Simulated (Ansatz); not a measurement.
Input for Ansatz (a quantum-chemistry and plane-wave program): U-CCSD(T)/cc-pVTZ on CHBr (SMILES [CH]Br), 2S+1 = 3, a spin state set in the input, which need not be the lowest. The run froze 15 orbitals, filled d shells among them.

Ansatz 0.2 input:
```yaml
crystal:
  periodic: [false, false, false]
  atoms:
    - {symbol: C, position_ang: [-1.44608709, 0.39203032, 0.00000000]}
    - {symbol: Br, position_ang: [0.31345316, -0.05912396, 0.00000000]}
    - {symbol: H, position_ang: [-2.29433806, -0.28284327, 0.00000000]}
basis:
  gaussian:
    orbitals: cc-pVTZ
magnetization: {spin_polarized: true, initial_magnetization: 2}
correlation: {method: ccsd_t, electrons: outside_noble_gas}
scf: {omitted_lower_state_checks: [cluster_reference]}
```

It printed:

```
WARN ansatz: RAYON_NUM_THREADS=1 ignored (pool sized by the plan → 1); use --threads N
Functional definition: HF
these checks for a lower state are left out or cut short: cluster_reference
integrals: 0.12 GiB planned
537 factors; integrals over basis functions are off by at most 7.8e-4 eV
mean field: 0.22 GiB planned
mean field evaluation 1: about -71042.4053 eV, gradient 1.1e1 eV
mean field evaluation 2: about -71042.4091 eV, gradient 1.1e1 eV
mean field evaluation 4: about -71043.8606 eV, gradient 3.0e0 eV
mean field evaluation 8: about -71044.0713 eV, gradient 2.3e-1 eV
mean field -71044.07273613 eV, -2610.8215176508 hartree, gradient 5.8e-6 eV, S^2 2.025224; 0 other end points of the search recorded, 0 dependent functions left out
15 core orbitals not correlated
reference -71044.07273613 eV, -2610.8215176508 hartree; 7, 5 occupied and 65, 67 virtual orbitals, 537 factors
second order -7.32858590 eV of doubles, -0.00000000 eV of singles
coupled cluster: 0.27 GiB planned
cycle   1  -7.83954895 eV  change   -5.1e-1 eV  update   7.0e-2
cycle   2  -8.06738785 eV  change   -2.3e-1 eV  update   2.5e-2
cycle   3  -8.12701272 eV  change   -6.0e-2 eV  update   1.8e-2
cycle   4  -8.12817237 eV  change   -1.2e-3 eV  update   8.6e-3
cycle   5  -8.13006915 eV  change   -1.9e-3 eV  update   3.3e-3
cycle   6  -8.13053257 eV  change   -4.6e-4 eV  update   1.2e-3
cycle   7  -8.13063457 eV  change   -1.0e-4 eV  update   4.9e-4
cycle   8  -8.13058602 eV  change    4.9e-5 eV  update   1.8e-4
cycle   9  -8.13056517 eV  change    2.1e-5 eV  update   8.5e-5
cycle  10  -8.13058344 eV  change   -1.8e-5 eV  update   3.1e-5
cycle  11  -8.13059210 eV  change   -8.7e-6 eV  update   1.3e-5
perturbative correction -0.33089102 eV, -0.0121600207 hartree
Total energy: -71052.53421925 eV, -2611.1324714199 hartree
Checks for a lower state left out: cluster_reference
```

The calculation finished and met its thresholds.

Cost: around 7 core-seconds (rough).
